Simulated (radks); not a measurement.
Spherical jellium clusters: N electrons in a uniform positive sphere of charge N and radius rs N^(1/3), rs = 3.57 bohr. Method: non-relativistic Kohn-Sham, exchange-only LDA, spin-polarised, spherical densities; computed with a radial shooting solver with Libxc functionals. Levels are named by radial order and angular momentum (1s, 1p, 1d, 2s, ...), and open shells are averaged over m.

N = 5, configuration 1s2 1p(up 3, down 0). This is the lowest configuration that the search found. Occupied and some empty levels:

level    occupation  eigenvalue (eV)  <r> (bohr)
1s up             1          -4.5366       4.391
1s down           1          -3.0978       4.169
1p up             3          -2.7163       5.578
1p down           0          -1.1309       5.952
1d up             0         -0.77050       7.263
2s up             0         -0.67777       8.670
2s down           0        -0.030728       13.90

Energy (eV): total -4.28547, kinetic 10.373, external -126.67, Hartree 60.475, exchange-correlation -15.330, background 66.863.
